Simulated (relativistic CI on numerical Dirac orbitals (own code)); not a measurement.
What each ingredient does to the levels of Ba29+

Base calculation: Dirac-Coulomb-Breit CI, KLI orbitals optimised for each configuration, model QED, unscaled Slater integrals.

Configurations in the expansion (outside the closed core [Ne]): 3s²3p⁶3d⁹, 3s²3p⁵3d¹⁰, 3s3p⁶3d¹⁰, 3s²3p⁶3d⁸4s, 3s²3p⁶3d⁸4p, 3s²3p⁶3d⁸4d, 3s²3p⁴3d¹⁰4s, 3s²3p⁶3d⁸4f, 3s²3p⁵3d⁹4s, 3s²3p⁴3d¹⁰4p, 3s²3p⁵3d⁹4p, 3s²3p⁶3d⁷4s², 3s²3p⁴3d¹⁰4d, 3s3p⁵3d¹⁰4s, 3s²3p⁶3d⁷4s4p, 3s3p⁵3d¹⁰4p, 3s²3p⁶3d⁸5s, 3s²3p⁵3d⁹4d, 3s²3p⁶3d⁷4p², 3s3p⁶3d⁹4s, 3s²3p⁶3d⁸5p, 3s²3p⁶3d⁷4s4d, 3s3p⁵3d¹⁰4d, 3p⁶3d¹⁰4s, 3s²3p⁶3d⁸5d, 3s3p⁶3d⁹4p, 3s²3p⁶3d⁷4p4d, 3s²3p⁵3d⁹4f, 3s²3p⁵3d⁸4s², 3s²3p⁶3d⁸5f, 3p⁶3d¹⁰4p, 3s²3p⁶3d⁸5g, 3s²3p⁵3d⁸4s4p, 3s²3p⁶3d⁷4d², 3s3p⁶3d⁹4d, 3p⁶3d¹⁰4d. Levels of other configurations are missing.

The lowest level and the first level of each name with at least 55 % of one term (blank where a level has no safe partner in the second run):

```
            Level  Base (eV)  Shift (eV)
  3s²3p⁶3d⁹ ²D5/2      0.000       0.000
  3s²3p⁶3d⁹ ²D3/2     16.382      +0.454
3s²3p⁵3d¹⁰ ²P°3/2    274.286      +1.058
3s²3p⁵3d¹⁰ ²P°1/2    352.165      +2.058
  3s3p⁶3d¹⁰ ²S1/2    503.271      +0.941
3s²3p⁶3d⁸4s ⁴F9/2    700.008      +0.290
3s²3p⁶3d⁸4s ²F7/2    702.066      +0.255
3s²3p⁶3d⁸4s ⁴F7/2    716.122      +0.636
3s²3p⁶3d⁸4s ⁴F5/2    716.442      +0.606
3s²3p⁶3d⁸4s ⁴P1/2    718.062      -0.114
3s²3p⁶3d⁸4s ⁴P3/2    725.564      +0.365
3s²3p⁶3d⁸4s ²P1/2    727.050      +0.323
3s²3p⁶3d⁸4s ²G9/2    727.291      +0.847
3s²3p⁶3d⁸4s ²G7/2    727.488      +0.812
```

At this charge energies of transitions that change n are usually good to better than 1 %, and those within a shell (Δn = 0) to a few per cent.

(1) One thing was changed in a second run, which moved the levels as shown. Which?
A. Breit term removed
B. configuration mixing switched off
C. QED terms removed
D. P86 correlation estimate

Answers

(1) A. Breit term removed. The Breit term mainly narrows fine-structure intervals, so removing it widens them.

LS names give the leading component of a level, which can be under half, so a name can repeat, a term be missing and a line seem to break the LS rules.
